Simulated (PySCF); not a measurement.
## A failing input for RbO

```python
from pyscf import gto, dft

mol = gto.M(
    atom='Rb 0 0 0; O 0 0 2.474',
    basis='crenbl',
    ecp={'Rb': 'crenbl', 'O': 'crenbl'},
    charge=0,
    spin=1,
    verbose=3,
)
mf = dft.UKS(mol, xc='tpssh')
mf.level_shift = 5.0
mf.kernel()
mf.mulliken_pop()
mf.dip_moment()
print('orbital energies (hartree):', [e[max(0, n-3):n+3].round(4) for e, n in zip(mf.mo_energy, mol.nelec)])
```

```bash
$ OMP_NUM_THREADS=1 python input.py
```

The log, shortened:

```
SCF not converged.
SCF energy = -39.9497224184954 after 50 cycles  <S^2> = 0.75239941  2S+1 = 2.002398
 ** Mulliken pop       alpha | beta **
pop of  0 Rb 4s       -0.78224 | -0.77044
pop of  0 Rb 5s        1.05562 | 1.03923
pop of  0 Rb 6s        0.72482 | 0.72640
pop of  0 Rb 7s        0.04006 | 0.00987
pop of  0 Rb 8s       -0.01127 | -0.00189
pop of  0 Rb 4px      -0.02544 | -0.02544
pop of  0 Rb 4py      -0.02544 | -0.02544
pop of  0 Rb 4pz      -0.02584 | -0.02538
pop of  0 Rb 5px       0.59116 | 0.59095
pop of  0 Rb 5py       0.59116 | 0.59095
pop of  0 Rb 5pz       0.59785 | 0.58959
pop of  0 Rb 6px       0.42981 | 0.43010
[24 lines left out]
In total             8.00000 | 7.00000
 ** Mulliken atomic charges   ( Nelec_alpha | Nelec_beta ) **
charge of  0Rb =      0.83733  (     4.08796      4.07471 )
charge of  1O =     -0.83733  (     3.91204      2.92529 )
Dipole moment(X, Y, Z, Debye): -0.00000,  0.00000, -10.24502
orbital energies (hartree): [array([-0.1945, -0.1187, -0.1187,  4.938 ,  4.9963,  4.9963]), array([-0.5924, -0.0924, -0.0924,  4.9346,  4.9967,  4.9967])]
```

Which setting is at fault, why, and what does a mended input give?

The level shift (hartree) (5): a shift this large makes the steps tiny. With this edit
```diff
- mf.level_shift = 5.0
```
the run finishes: E(SCF) = -39.957506 Eh, ⟨S²⟩ = 0.784, μz(SCF) = -8.51 D.

The bond length is a typed value, not an optimised one. No search for the lowest solution was made.
